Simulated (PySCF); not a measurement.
C5H10, SMILES C/C=C\CC at its GFN2-xTB optimised geometry (Å):

```
15

C      1.9946     0.5961     0.0169
C      1.0796    -0.5846     0.0000
C     -0.2445    -0.5846     0.0000
C     -1.1625     0.5982     0.0000
C     -1.9878     0.6437    -1.2864
H      2.6723     0.5486    -0.8355
H      2.6033     0.5799     0.9213
H      1.4560     1.5377    -0.0214
H      1.5953    -1.5377    -0.0079
H     -0.7601    -1.5373    -0.0209
H     -0.6058     1.5288     0.1062
H     -1.8412     0.5153     0.8542
H     -2.6723     1.4890    -1.2714
H     -1.3337     0.7423    -2.1501
H     -2.5688    -0.2691    -1.3995
```

Computed with PySCF with PBE/def2-TZVP. Cells within 0.4 Å of a nucleus heavier than hydrogen are left out (blank, or x).

Map of the deformation density (molecule minus spherical neutral atoms) (e/bohr³) on the plane z = 0.0 Å:

```
|111111111111111111111111111|
|111111111111111111111111111|
|111111111111111111111111111|
|111111111111111111111111111|
|111111111111111111111111111|
|111111111111111111111111111|
|111111111100011100011111111|
|111111100000000000000111111|
|111110000001000000000011111|
|111110000026300029300001111|
|111100000047300027500001111|
|1111000012x4100013xx1000111|
|1111000012x4200014xx1000111|
|111110000026401036300001111|
|111110000013xx8xx4100001111|
|111111000002xx7xx3100011111|
|111111100017611157200011111|
|111111110019400039100111111|
|111111110000000000000111111|
|111111111000000000001111111|
|111111111100000000011111111|
|111111111111111111111111111|
|111111111111111111111111111|
|111111111111111111111111111|
|111111111111111111111111111|
|111111111111111111111111111|
|111111111111111111111111111|
```
Scale: ten equal steps from -0.015 (start of '0') to 0.123 (end of '9'), in the order '0123456789'; x runs from -5.00 to 5.00, y from -5.00 (bottom) to 5.00 (top).
